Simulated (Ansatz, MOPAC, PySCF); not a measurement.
CH4 (SMILES C) and CH3F (SMILES CF) are pulled apart as rigid monomers along the line of their centres of mass, from the B3LYP-D3(BJ)/def2-TZVP minimum. Starting geometry (charge 0, multiplicity 1):
```json
[
 {"atom": "C", "x (Å)": "0.0092", "y (Å)": "-0.0672", "z (Å)": "0.1910"},
 {"atom": "H", "x (Å)": "-0.3587", "y (Å)": "0.6129", "z (Å)": "0.9573"},
 {"atom": "H", "x (Å)": "-0.4365", "y (Å)": "-1.0518", "z (Å)": "0.3306"},
 {"atom": "H", "x (Å)": "-0.2591", "y (Å)": "0.3117", "z (Å)": "-0.7943"},
 {"atom": "H", "x (Å)": "1.0937", "y (Å)": "-0.1463", "z (Å)": "0.2622"},
 {"atom": "C", "x (Å)": "0.1122", "y (Å)": "-0.0425", "z (Å)": "3.9874"},
 {"atom": "F", "x (Å)": "-0.5297", "y (Å)": "1.0925", "z (Å)": "3.5037"},
 {"atom": "H", "x (Å)": "0.9614", "y (Å)": "0.2688", "z (Å)": "4.5970"},
 {"atom": "H", "x (Å)": "-0.5947", "y (Å)": "-0.6144", "z (Å)": "4.5897"},
 {"atom": "H", "x (Å)": "0.4541", "y (Å)": "-0.6381", "z (Å)": "3.1407"}
]
```

Interaction energies with rigid monomers; basis-set methods are counterpoise corrected unless marked otherwise.

Rows in 6-31G* carry no dispersion term and start afresh at each structure (6-31G* with six Cartesian d functions). The state that AM1, PM3 reach isn't checked.

Programs: Ansatz (Gaussian orbitals); MOPAC for AM1, PM3 (differences of heats of formation); PySCF for 6-31G* rows, the dispersion terms. Values without a source in brackets are computed.

```json
[
 {"H2···F7 (Å)": "2.34", "AM1 (meV)": "-11.7", "PM3 (meV)": "1.2", "PBE-D3(BJ)/def2-TZVPPD (meV)": "-30.3", "r2SCAN-D3(BJ)/def2-TZVPPD (meV)": "-25.4", "M06-2X/6-31G* (no counterpoise) (meV)": "-92.8"},
 {"H2···F7 (Å)": "2.60", "AM1 (meV)": "-13.2", "PM3 (meV)": "-23.4", "PBE-D3(BJ)/def2-TZVPPD (meV)": "-43.9", "r2SCAN-D3(BJ)/def2-TZVPPD (meV)": "-35.9", "M06-2X/6-31G* (no counterpoise) (meV)": "-81.6"},
 {"H2···F7 (Å)": "2.99", "AM1 (meV)": "-2.5", "PM3 (meV)": "-14.2", "PBE-D3(BJ)/def2-TZVPPD (meV)": "(withheld)", "r2SCAN-D3(BJ)/def2-TZVPPD (meV)": "-28.4", "M06-2X/6-31G* (no counterpoise) (meV)": "-52.7"},
 {"H2···F7 (Å)": "3.64", "AM1 (meV)": "0.5", "PM3 (meV)": "-3.3", "PBE-D3(BJ)/def2-TZVPPD (meV)": "-18.7", "r2SCAN-D3(BJ)/def2-TZVPPD (meV)": "-13.4", "M06-2X/6-31G* (no counterpoise) (meV)": "(withheld)"},
 {"H2···F7 (Å)": "4.67", "AM1 (meV)": "-0.3", "PM3 (meV)": "-0.6", "PBE-D3(BJ)/def2-TZVPPD (meV)": "-5.0", "r2SCAN-D3(BJ)/def2-TZVPPD (meV)": "-4.1", "M06-2X/6-31G* (no counterpoise) (meV)": "-2.0"}
]
```

Q: Complete the blanks.

A: 
- 3.64, M06-2X/6-31G* (no counterpoise) (meV): -16.6
- 2.99, PBE-D3(BJ)/def2-TZVPPD (meV): -37.4

Ansatz is a program for electronic structure.
